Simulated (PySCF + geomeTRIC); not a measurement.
Level of theory: BP86-D3(BJ)/def2-SVP (PySCF + geomeTRIC). fastk is a local helper that only speeds up exchange builds. No frequencies were computed at this level.

```python
import json, numpy as np
from pyscf import gto, dft
from fastk import lowrank_exchange
atoms = """
W     -0.083576     0.057869     0.009521
O     -0.181200    -1.483167    -1.204246
H     -0.416169    -2.408842    -1.086144
O     -0.162051    -1.154073     1.500067
H     -0.017480    -1.634272     2.319761
O      1.789264    -0.064205     0.000781
H      2.688856    -0.359186    -0.189999
O     -1.951955     0.176600     0.030887
H     -2.909688     0.053500     0.034107
C      0.044088     1.813199     1.439143
H     -0.225582     2.798781     1.034439
H      1.053666     1.952414     1.858687
H     -0.607519     1.688952     2.318455
C     -0.001496     1.375215    -1.818610
H      0.826519     2.100829    -1.841747
H     -0.905911     1.980036    -1.991948
H      0.119077     0.787315    -2.741001
"""
def scf(charge, spin, dm0=None):
    mol = gto.M(atom=atoms, basis='def2-svp', ecp={'W': 'def2-svp'}, charge=charge, spin=spin, verbose=3, max_memory=3360)
    mf = dft.KS(mol, xc='bp86').density_fit(auxbasis="def2-universal-jkfit")
    mf.disp = 'd3bj'
    mf.grids.level = 3
    mf.conv_tol = 1e-8
    mf.max_cycle = 120
    mf.level_shift = 0.25
    mf.kernel(dm0)
    if not mf.converged:
        mf = mf.newton().run(mf.mo_coeff, mf.mo_occ).undo_soscf()
    return mf
mf = scf(0, 0)
from pyscf.geomopt.geometric_solver import kernel as optimize
path = []
done, mol = optimize(mf, maxsteps=120, assert_convergence=False, callback=lambda env: path.append((env["energy"], bool(env["g_scanner"].converged))))
res = dict(converged=bool(done and path[-1][1]), energy=path[-1][0], path=[e for e, c in path], xyz=mol.atom_coords(unit="Angstrom").tolist(), nao=mol.nao)
json.dump(res, open("result.json", "w"))
```

Output:

```
[...]
Geometry optimization cycle 53
converged SCF energy = -450.201340678553
cycle 53: E = -450.201340679  dE = -6.6849e-05  norm(grad) = 0.00237208
Geometry optimization cycle 54
converged SCF energy = -450.201385534025
cycle 54: E = -450.201385534  dE = -4.48555e-05  norm(grad) = 0.00213408
Geometry optimization cycle 55
converged SCF energy = -450.201415136024
cycle 55: E = -450.201415136  dE = -2.9602e-05  norm(grad) = 0.00149954
Geometry optimization cycle 56
converged SCF energy = -450.201428348738
cycle 56: E = -450.201428349  dE = -1.32127e-05  norm(grad) = 0.000964388
Geometry optimization cycle 57
converged SCF energy = -450.201433479745
cycle 57: E = -450.20143348  dE = -5.13101e-06  norm(grad) = 0.00066316
Geometry optimization cycle 58
converged SCF energy = -450.201436561509
cycle 58: E = -450.201436562  dE = -3.08176e-06  norm(grad) = 0.00058752
Geometry optimization cycle 59
converged SCF energy = -450.201440030428
cycle 59: E = -450.20144003  dE = -3.46892e-06  norm(grad) = 0.00073701
Geometry optimization cycle 60
converged SCF energy = -450.201443305112
cycle 60: E = -450.201443305  dE = -3.27468e-06  norm(grad) = 0.000778518
Geometry optimization cycle 61
converged SCF energy = -450.20144557565
cycle 61: E = -450.201445576  dE = -2.27054e-06  norm(grad) = 0.000620208
Geometry optimization cycle 62
converged SCF energy = -450.201446327018
cycle 62: E = -450.201446327  dE = -7.51368e-07  norm(grad) = 0.000560324
Geometry optimization cycle 63
converged SCF energy = -450.201446855726
cycle 63: E = -450.201446856  dE = -5.28708e-07  norm(grad) = 0.000569397
Geometry optimization cycle 64
converged SCF energy = -450.201447962175
cycle 64: E = -450.201447962  dE = -1.10645e-06  norm(grad) = 0.000480084
Geometry optimization cycle 65
converged SCF energy = -450.201448800617
cycle 65: E = -450.201448801  dE = -8.38442e-07  norm(grad) = 0.000254751
Geometry optimization cycle 66
converged SCF energy = -450.201449025311
cycle 66: E = -450.201449025  dE = -2.24695e-07  norm(grad) = 0.000229636
Geometry optimization cycle 67
converged SCF energy = -450.20144898073
cycle 67: E = -450.201448981  dE = 4.45817e-08  norm(grad) = 0.000247616
<class 'geometric.internal.Distance'> : 16
<class 'geometric.internal.Angle'> : 16
<class 'geometric.internal.LinearAngle'> : 12
<class 'geometric.internal.OutOfPlane'> : 12
<class 'geometric.internal.Dihedral'> : 31
<class 'geometric.internal.TranslationX'> : 1
<class 'geometric.internal.TranslationY'> : 1
<class 'geometric.internal.TranslationZ'> : 1
<class 'geometric.internal.RotationA'> : 1
<class 'geometric.internal.RotationB'> : 1
<class 'geometric.internal.RotationC'> : 1
Step    0 : Gradient = 1.092e-02/1.719e-02 (rms/max) Energy = -450.1445957629
Step    1 : Displace = 1.035e-01/2.162e-01 (rms/max) Trust = 1.000e-01 (=) Grad = 6.039e-03/1.539e-02 (rms/max) E (change) = -450.1528397563 (-8.244e-03) Quality = 0.828
Step    2 : Displace = 1.429e-01/2.330e-01 (rms/max) Trust = 1.414e-01 (+) Grad = 8.983e-03/2.257e-02 (rms/max) E (change) = -450.1556636995 (-2.824e-03) Quality = 0.441
Step    3 : Displace = 1.032e-01/2.843e-01 (rms/max) Trust = 1.414e-01 (=) Grad = 6.333e-03/1.131e-02 (rms/max) E (change) = -450.1617671020 (-6.103e-03) Quality = 1.423
Step    4 : Displace = 2.030e-01/5.471e-01 (rms/max) Trust = 2.000e-01 (+) Grad = 1.241e-02/3.237e-02 (rms/max) E (change) = -450.1665515619 (-4.784e-03) Quality = 0.649
Step    5 : Displace = 1.511e-01/3.319e-01 (rms/max) Trust = 2.000e-01 (=) Grad = 1.329e-02/3.117e-02 (rms/max) E (change) = -450.1717357411 (-5.184e-03) Quality = 0.846
Step    6 : Displace = 7.561e-02/1.739e-01 (rms/max) Trust = 2.828e-01 (+) Grad = 8.898e-03/2.526e-02 (rms/max) E (change) = -450.1765399194 (-4.804e-03) Quality = 0.645
Step    7 : Displace = 7.113e-02/1.756e-01 (rms/max) Trust = 2.828e-01 (=) Grad = 4.397e-03/1.067e-02 (rms/max) E (change) = -450.1799173109 (-3.377e-03) Quality = 1.308
Step    8 : Displace = 5.939e-02/1.188e-01 (rms/max) Trust = 3.000e-01 (+) Grad = 4.060e-03/8.062e-03 (rms/max) E (change) = -450.1815906153 (-1.673e-03) Quality = 1.026
Step    9 : Displace = 8.015e-02/1.851e-01 (rms/max) Trust = 3.000e-01 (=) Grad = 4.727e-03/1.109e-02 (rms/max) E (change) = -450.1833672731 (-1.777e-03) Quality = 1.374
Step   10 : Displace = 1.347e-01/3.152e-01 (rms/max) Trust = 3.000e-01 (=) Grad = 6.093e-03/1.710e-02 (rms/max) E (change) = -450.1851803166 (-1.813e-03) Quality = 0.779
Step   11 : Displace = 3.214e-02/5.576e-02 (rms/max) Trust = 3.000e-01 (=) Grad = 2.164e-03/4.898e-03 (rms/max) E (change) = -450.1864455929 (-1.265e-03) Quality = 1.213
Step   12 : Displace = 3.771e-02/1.076e-01 (rms/max) Trust = 3.000e-01 (=) Grad = 1.651e-03/2.960e-03 (rms/max) E (change) = -450.1871374759 (-6.919e-04) Quality = 1.346
Step   13 : Displace = 3.219e-02/7.936e-02 (rms/max) Trust = 3.000e-01 (=) Grad = 1.138e-03/2.154e-03 (rms/max) E (change) = -450.1874332194 (-2.957e-04) Quality = 1.302
Step   14 : Displace = 2.711e-02/6.266e-02 (rms/max) Trust = 3.000e-01 (=) Grad = 1.183e-03/2.328e-03 (rms/max) E (change) = -450.1876716026 (-2.384e-04) Quality = 1.602
Step   15 : Displace = 8.323e-02/1.801e-01 (rms/max) Trust = 3.000e-01 (=) Grad = 2.517e-03/5.120e-03 (rms/max) E (change) = -450.1882350306 (-5.634e-04) Quality = 1.252
Step   16 : Displace = 6.379e-02/1.340e-01 (rms/max) Trust = 3.000e-01 (=) Grad = 2.933e-03/5.665e-03 (rms/max) E (change) = -450.1887030946 (-4.681e-04) Quality = 1.360
Step   17 : Displace = 5.971e-02/1.517e-01 (rms/max) Trust = 3.000e-01 (=) Grad = 2.270e-03/4.951e-03 (rms/max) E (change) = -450.1892723590 (-5.693e-04) Quality = 1.270
Step   18 : Displace = 4.263e-02/1.029e-01 (rms/max) Trust = 3.000e-01 (=) Grad = 1.254e-03/2.651e-03 (rms/max) E (change) = -450.1897687561 (-4.964e-04) Quality = 1.118
Step   19 : Displace = 3.017e-02/9.045e-02 (rms/max) Trust = 3.000e-01 (=) Grad = 1.534e-03/2.801e-03 (rms/max) E (change) = -450.1900783443 (-3.096e-04) Quality = 1.273
Step   20 : Displace = 3.402e-02/7.770e-02 (rms/max) Trust = 3.000e-01 (=) Grad = 1.341e-03/2.944e-03 (rms/max) E (change) = -450.1903083025 (-2.300e-04) Quality = 1.272
Step   21 : Displace = 3.444e-02/7.851e-02 (rms/max) Trust = 3.000e-01 (=) Grad = 1.543e-03/3.332e-03 (rms/max) E (change) = -450.1905770922 (-2.688e-04) Quality = 1.524
Step   22 : Displace = 9.741e-02/2.326e-01 (rms/max) Trust = 3.000e-01 (=) Grad = 3.040e-03/6.560e-03 (rms/max) E (change) = -450.1911959603 (-6.189e-04) Quality = 1.206
Step   23 : Displace = 3.204e-02/8.863e-02 (rms/max) Trust = 3.000e-01 (=) Grad = 2.743e-03/4.976e-03 (rms/max) E (change) = -450.1918355745 (-6.396e-04) Quality = 1.737
Step   24 : Displace = 7.453e-02/2.044e-01 (rms/max) Trust = 3.000e-01 (=) Grad = 2.263e-03/4.800e-03 (rms/max) E (change) = -450.1931107748 (-1.275e-03) Quality = 1.028
Step   25 : Displace = 1.694e-02/3.407e-02 (rms/max) Trust = 3.000e-01 (=) Grad = 1.745e-03/3.576e-03 (rms/max) E (change) = -450.1934237990 (-3.130e-04) Quality = 1.724
Step   26 : Displace = 7.050e-02/1.394e-01 (rms/max) Trust = 3.000e-01 (=) Grad = 1.801e-03/3.817e-03 (rms/max) E (change) = -450.1942165407 (-7.927e-04) Quality = 1.207
Step   27 : Displace = 2.432e-02/4.432e-02 (rms/max) Trust = 3.000e-01 (=) Grad = 1.686e-03/4.259e-03 (rms/max) E (change) = -450.1945082143 (-2.917e-04) Quality = 1.508
Step   28 : Displace = 3.390e-02/8.398e-02 (rms/max) Trust = 3.000e-01 (=) Grad = 1.294e-03/3.050e-03 (rms/max) E (change) = -450.1947605515 (-2.523e-04) Quality = 1.058
Step   29 : Displace = 6.623e-02/1.429e-01 (rms/max) Trust = 3.000e-01 (=) Grad = 2.304e-03/5.961e-03 (rms/max) E (change) = -450.1941453947 (+6.152e-04) Quality = -2.274
Step   30 : Displace = 3.536e-02/8.510e-02 (rms/max) Trust = 3.311e-02 (x) Grad = 1.267e-03/2.878e-03 (rms/max) E (change) = -450.1947028685 (+5.768e-05) Quality = -0.261
Step   31 : Displace = 1.737e-02/5.366e-02 (rms/max) Trust = 1.656e-02 (-) Grad = 5.161e-04/8.693e-04 (rms/max) E (change) = -450.1948974902 (-1.946e-04) Quality = 1.183
Step   32 : Displace = 1.170e-02/2.903e-02 (rms/max) Trust = 2.342e-02 (+) Grad = 3.448e-04/7.505e-04 (rms/max) E (change) = -450.1949454935 (-4.800e-05) Quality = 1.190
Step   33 : Displace = 1.101e-02/2.145e-02 (rms/max) Trust = 3.311e-02 (+) Grad = 2.913e-04/4.854e-04 (rms/max) E (change) = -450.1949748256 (-2.933e-05) Quality = 1.276
Step   34 : Displace = 1.972e-02/3.783e-02 (rms/max) Trust = 4.683e-02 (+) Grad = 3.761e-04/9.801e-04 (rms/max) E (change) = -450.1949999964 (-2.517e-05) Quality = 0.964
Step   35 : Displace = 1.254e-02/2.563e-02 (rms/max) Trust = 6.623e-02 (+) Grad = 3.853e-04/1.001e-03 (rms/max) E (change) = -450.1950180327 (-1.804e-05) Quality = 1.178
Step   36 : Displace = 2.198e-02/4.136e-02 (rms/max) Trust = 9.366e-02 (+) Grad = 4.181e-04/9.458e-04 (rms/max) E (change) = -450.1950504827 (-3.245e-05) Quality = 1.186
Step   37 : Displace = 3.318e-02/6.575e-02 (rms/max) Trust = 1.325e-01 (+) Grad = 5.835e-04/1.310e-03 (rms/max) E (change) = -450.1951144628 (-6.398e-05) Quality = 1.411
Step   38 : Displace = 1.296e-01/2.794e-01 (rms/max) Trust = 1.873e-01 (+) Grad = 1.594e-03/3.178e-03 (rms/max) E (change) = -450.1954944700 (-3.800e-04) Quality = 2.159
Step   39 : Displace = 1.730e-02/3.792e-02 (rms/max) Trust = 2.649e-01 (+) Grad = 1.176e-03/2.486e-03 (rms/max) E (change) = -450.1957701012 (-2.756e-04) Quality = 1.678
Step   40 : Displace = 8.784e-02/1.641e-01 (rms/max) Trust = 3.000e-01 (+) Grad = 3.298e-03/6.965e-03 (rms/max) E (change) = -450.1960584680 (-2.884e-04) Quality = 0.382
Step   41 : Displace = 1.104e-01/2.433e-01 (rms/max) Trust = 3.000e-01 (=) Grad = 4.393e-03/8.470e-03 (rms/max) E (change) = -450.1962637495 (-2.053e-04) Quality = 0.187
Step   42 : Displace = 4.274e-02/8.856e-02 (rms/max) Trust = 5.519e-02 (-) Grad = 3.016e-03/6.108e-03 (rms/max) E (change) = -450.1971381124 (-8.744e-04) Quality = 0.816
Step   43 : Displace = 3.680e-02/6.579e-02 (rms/max) Trust = 7.804e-02 (+) Grad = 2.323e-03/5.734e-03 (rms/max) E (change) = -450.1976888679 (-5.508e-04) Quality = 0.826
Step   44 : Displace = 9.673e-02/2.512e-01 (rms/max) Trust = 1.104e-01 (+) Grad = 3.308e-03/6.244e-03 (rms/max) E (change) = -450.1981319547 (-4.431e-04) Quality = 0.428
Step   45 : Displace = 6.424e-02/1.826e-01 (rms/max) Trust = 1.104e-01 (=) Grad = 1.636e-03/3.350e-03 (rms/max) E (change) = -450.1992938971 (-1.162e-03) Quality = 1.278
Step   46 : Displace = 4.220e-02/7.520e-02 (rms/max) Trust = 1.561e-01 (+) Grad = 2.081e-03/4.392e-03 (rms/max) E (change) = -450.1998427508 (-5.489e-04) Quality = 1.062
Step   47 : Displace = 5.757e-02/1.763e-01 (rms/max) Trust = 2.207e-01 (+) Grad = 2.080e-03/5.069e-03 (rms/max) E (change) = -450.2002806440 (-4.379e-04) Quality = 1.203
Step   48 : Displace = 5.320e-02/1.128e-01 (rms/max) Trust = 3.000e-01 (+) Grad = 1.305e-03/2.366e-03 (rms/max) E (change) = -450.2008111715 (-5.305e-04) Quality = 1.232
Step   49 : Displace = 2.765e-02/6.309e-02 (rms/max) Trust = 3.000e-01 (=) Grad = 1.026e-03/2.531e-03 (rms/max) E (change) = -450.2010249197 (-2.137e-04) Quality = 1.418
Step   50 : Displace = 2.914e-02/6.607e-02 (rms/max) Trust = 3.000e-01 (=) Grad = 6.958e-04/1.719e-03 (rms/max) E (change) = -450.2011903839 (-1.655e-04) Quality = 1.280
Step   51 : Displace = 1.779e-02/2.694e-02 (rms/max) Trust = 3.000e-01 (=) Grad = 6.074e-04/1.190e-03 (rms/max) E (change) = -450.2012738296 (-8.345e-05) Quality = 1.375
Step   52 : Displace = 1.697e-02/2.887e-02 (rms/max) Trust = 3.000e-01 (=) Grad = 5.753e-04/1.238e-03 (rms/max) E (change) = -450.2013406786 (-6.685e-05) Quality = 1.321
Step   53 : Displace = 1.865e-02/4.123e-02 (rms/max) Trust = 3.000e-01 (=) Grad = 5.176e-04/1.182e-03 (rms/max) E (change) = -450.2013855340 (-4.486e-05) Quality = 1.244
Step   54 : Displace = 1.290e-02/2.525e-02 (rms/max) Trust = 3.000e-01 (=) Grad = 3.637e-04/7.883e-04 (rms/max) E (change) = -450.2014151360 (-2.960e-05) Quality = 1.161
Step   55 : Displace = 9.278e-03/1.915e-02 (rms/max) Trust = 3.000e-01 (=) Grad = 2.339e-04/5.803e-04 (rms/max) E (change) = -450.2014283487 (-1.321e-05) Quality = 0.988
Step   56 : Displace = 3.931e-03/5.884e-03 (rms/max) Trust = 3.000e-01 (=) Grad = 1.608e-04/3.582e-04 (rms/max) E (change) = -450.2014334797 (-5.131e-06) Quality = 0.906
Step   57 : Displace = 2.573e-03/4.429e-03 (rms/max) Trust = 3.000e-01 (=) Grad = 1.425e-04/2.567e-04 (rms/max) E (change) = -450.2014365615 (-3.082e-06) Quality = 0.902
Step   58 : Displace = 4.241e-03/7.812e-03 (rms/max) Trust = 3.000e-01 (=) Grad = 1.788e-04/3.900e-04 (rms/max) E (change) = -450.2014400304 (-3.469e-06) Quality = 0.873
Step   59 : Displace = 5.798e-03/1.144e-02 (rms/max) Trust = 3.000e-01 (=) Grad = 1.888e-04/4.209e-04 (rms/max) E (change) = -450.2014433051 (-3.275e-06) Quality = 0.692
Step   60 : Displace = 6.301e-03/1.223e-02 (rms/max) Trust = 3.000e-01 (=) Grad = 1.504e-04/2.799e-04 (rms/max) E (change) = -450.2014455756 (-2.271e-06) Quality = 0.525
Step   61 : Displace = 4.418e-03/8.074e-03 (rms/max) Trust = 3.000e-01 (=) Grad = 1.359e-04/2.778e-04 (rms/max) E (change) = -450.2014463270 (-7.514e-07) Quality = 0.243
Step   62 : Displace = 2.206e-03/4.974e-03 (rms/max) Trust = 2.209e-03 (-) Grad = 1.381e-04/2.783e-04 (rms/max) E (change) = -450.2014468557 (-5.287e-07) Quality = 0.212
Step   63 : Displace = 1.178e-03/2.202e-03 (rms/max) Trust = 1.103e-03 (-) Grad = 1.164e-04/2.617e-04 (rms/max) E (change) = -450.2014479622 (-1.106e-06) Quality = 0.502
Step   64 : Displace = 1.133e-03/2.178e-03 (rms/max) Trust = 1.103e-03 (=) Grad = 6.179e-05/1.049e-04 (rms/max) E (change) = -450.2014488006 (-8.384e-07) Quality = 0.332
Step   65 : Displace = 1.112e-03/2.071e-03 (rms/max) Trust = 1.103e-03 (=) Grad = 5.569e-05/1.196e-04 (rms/max) E (change) = -450.2014490253 (-2.247e-07) Quality = 0.086
Step   66 : Displace = 5.592e-04/9.905e-04 (rms/max) Trust = 5.516e-04 (-) Grad = 6.006e-05/1.278e-04 (rms/max) E (change) = -450.2014489807 (+4.458e-08) Quality = -0.026
Converged! =D
```

Cost: roughly 50 core-minutes.
